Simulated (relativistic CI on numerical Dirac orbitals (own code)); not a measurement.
# Sensitivity of the levels of Se¹⁴⁺ to α and to the nuclear radius

Method of calculation: Dirac-Coulomb-Breit CI, separate exchange-only KLI orbitals for each configuration, derivatives by finite differences, unscaled Slater integrals, QED left out (own radial code, finite nucleus).

Configurations in the expansion (outside the closed core [Ne]): 3s²3p⁶3d², 3s²3p⁵3d³, 3s3p⁶3d³, 3s²3p⁶3d4s, 3s²3p⁶3d4p, 3s²3p⁶4s². Double excitations out of closed p, d and f shells are left out; levels of such configurations are missing from the list, as are those of other unlisted configurations, and high levels can miss mixing partners.

With x = (α/α₀)² − 1 an excitation energy changes as ω = ω₀ + qx; K = 2q/ω₀ is the relative enhancement. Terms are leading LS components, so labels can repeat. The field-shift factor is F = δν/δ⟨r²⟩ for the transition from the lowest level.

Lowest level 3s²3p⁶3d² ³F2.

```csv
Level,ω₀ (cm⁻¹),q (cm⁻¹),K,F (GHz/fm²)
3s²3p⁶3d² ³F3,7265,8007,2.2,0.0364
3s²3p⁶3d² ³F4,15104,15360,2.03,0.0705
3s²3p⁶3d² ¹D2,39464,6836,0.346,0.0289
3s²3p⁶3d² ³P0,42527,4390,0.206,0.0113
3s²3p⁶3d² ³P1,45645,8437,0.37,0.0278
3s²3p⁶3d² ³P2,53112,17390,0.655,0.0717
3s²3p⁶3d² ¹G4,62390,10580,0.339,0.0916
3s²3p⁶3d² ¹S0,145204,12240,0.169,0.219
3s²3p⁵3d³ ⁵D°2,670609,18500,0.0552,0.843
3s²3p⁵3d³ ⁵D°3,671466,19280,0.0574,0.87
3s²3p⁵3d³ ⁵D°1,671693,19650,0.0585,0.818
3s²3p⁵3d³ ⁵S°2,671959,29590,0.0881,0.82
3s²3p⁵3d³ ⁵D°0,673246,22200,0.0659,0.805
```

At this charge energies of transitions that change n are usually good to better than 1 %, and those within a shell (Δn = 0) to a few per cent. Terms inside the open d or f shell come out 10 to 20 % too wide with unscaled integrals.
